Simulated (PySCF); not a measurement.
PySCF input file for hydronium (H3O), SMILES [OH3+], charge +1, PBE0-D3(BJ)/def2-TZVPD. The structure is a stationary point at PBE0-D3(BJ)/def2-TZVPD.

```python
import numpy as np
from pyscf import gto, scf, dft, df
from pyscf.hessian import thermo

mol = gto.M(
    atom='''
    O     0.00000000   -0.00000000    0.07567416
    H     0.81319047    0.46949574   -0.20179775
    H    -0.00000001   -0.93899148   -0.20179775
    H    -0.81319047    0.46949574   -0.20179775
    ''',
    basis='def2-TZVPD',
    charge=1,
    spin=0,
    max_memory=1600,
    verbose=3,
)
mf = dft.RKS(mol, xc='pbe0').density_fit(auxbasis='def2-universal-jkfit')
mf.disp = 'd3bj'
mf.grids.level = 3
mf.conv_tol = 1e-11
mf.max_cycle = 100
mf.kernel()

# [left out here: the lines that compute and print the analytic Hessian (its translational invariance restored by hand, since the grid's response is missing), thermochemistry and intensities]
```

Log of the run:

```
converged SCF energy = -76.6558692735035

WARN: DFTD3 does not support analytical Hessian, using finite difference


WARN: Mole.unit (angstrom) is changed to Bohr

Mode                                 0                   1                   2
Irrep
Freq [cm^-1]                      840.9060           1674.7368           1674.7521
Reduced mass [au]                   1.1708              1.0671              1.0671
Force const [Dyne/A]                0.4878              1.7635              1.7635
Char temp [K]                    1209.8766           2409.5734           2409.5954
Normal mode                   x     y     z       x     y     z       x     y     z
       0   O                -0.00  0.00  0.10    0.06 -0.02  0.00   -0.02 -0.06  0.00
       1   H                -0.13 -0.07 -0.51   -0.24  0.56  0.12   -0.31  0.35 -0.15
       2   H                 0.00  0.15 -0.51   -0.70 -0.04  0.07    0.29 -0.11  0.18
       3   H                 0.13 -0.07 -0.51    0.05 -0.14 -0.19    0.39  0.64 -0.02
Mode                                 3                   4                   5
Irrep
Freq [cm^-1]                     3602.2092           3690.6026           3690.6385
Reduced mass [au]                   1.0181              1.0891              1.0891
Force const [Dyne/A]                7.7834              8.7399              8.7401
Char temp [K]                    5182.7770           5309.9555           5310.0070
Normal mode                   x     y     z       x     y     z       x     y     z
       0   O                 0.00  0.00 -0.03    0.06 -0.04  0.00    0.04  0.06  0.00
       1   H                -0.48 -0.28  0.14   -0.30 -0.18  0.10   -0.57 -0.33  0.19
       2   H                -0.00  0.56  0.14    0.00  0.40  0.12    0.00 -0.63 -0.19
       3   H                 0.48 -0.28  0.14   -0.65  0.37 -0.22   -0.02  0.02 -0.01
temperature 298.1500 [K]
pressure 101325.00 [Pa]
Rotational constants [GHz] 330.54048 330.54048 189.54490
Symmetry number 3
Zero-point energy (ZPE) 0.03457 [Eh]   90759.750 [J/mol]
                           tot       elec      trans        rot        vib
Entropy [J/mol/K]       193.263      0.000    145.483     46.995      0.785
Cv [J/mol/K]             27.730      0.000     12.472     12.472      2.787
Cp [J/mol/K]             36.044      0.000     20.786     12.472      2.787
Internal energy [J/mol]                      3718.434   3718.434  90949.073
Internal energy [Eh]   -76.61840  -76.65587
Enthalpy [J/mol]                             6197.391   3718.434  90949.073
Enthalpy [Eh]          -76.61745
Gibbs free energy [J/mol]                  -37178.378 -10293.055  90714.995
Gibbs free energy [Eh] -76.63940
static polarisability / bohr^3: [[6.909 0.    0.   ]
 [0.    6.909 0.   ]
 [0.    0.    5.63 ]]
largest difference of analytic and finite-field dipole derivatives / e: 0.0001360849337451761
mode   freq/cm-1   IR/(km/mol)   Raman/(A^4/amu)   depolarisation
   1      840.91       442.767             0.245            0.158
   2     1674.74       104.455             1.329            0.750
   3     1674.75       104.452             1.328            0.750
   4     3602.21        30.559            60.884            0.029
   5     3690.60       473.451             9.471            0.750
   6     3690.64       473.415             9.471            0.750
max |gradient| / (hartree/bohr): 1.8484860326323336e-05
APT charges: [-0.367   0.4557  0.4557  0.4557]
```

Self-consistency was reached.

Cost: very roughly 30 core-seconds.
